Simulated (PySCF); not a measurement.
In(F)2(Et) (C2H5F2In), SMILES C[CH2][In]([F])[F]. Coordinates come from a PBE-D3(BJ)/def2-SVP optimisation. The structure was generated by enumeration; whether it is a known compound was not checked. The def2 effective core potentials stand for the cores of In; spin–orbit coupling is left out. One conformer was computed; it need not be the lowest.

Task: Give the equilibrium geometry at PBE-D3(BJ)/def2-SVP (PySCF confirms it by a frequency run) as bond lengths and angles. (Estimate from the structure and the level; the computed values follow.)

Result: Several could match; the one computed here: 
Atoms: In1 F2 F3 C4 C5 H6 H7 H8 H9 H10. Bond lengths (Å): In1–F2 1.982, In1–F3 1.980, In1–C4 2.173, C4–C5 1.526, C4–H6 1.109, C4–H7 1.109, C5–H8 1.108, C5–H9 1.108, C5–H10 1.111. Angles (°): F2–In1–F3 107.7, F2–In1–C4 124.9, F3–In1–C4 127.4, In1–C4–C5 114.0, In1–C4–H6 104.4, In1–C4–H7 104.4, C5–C4–H6 113.0, C5–C4–H7 113.0, H6–C4–H7 107.3, C4–C5–H8 112.3, C4–C5–H9 112.3, C4–C5–H10 110.3, H8–C5–H9 107.3, H8–C5–H10 107.2, H9–C5–H10 107.2.
Charge 0, spin multiplicity 1.
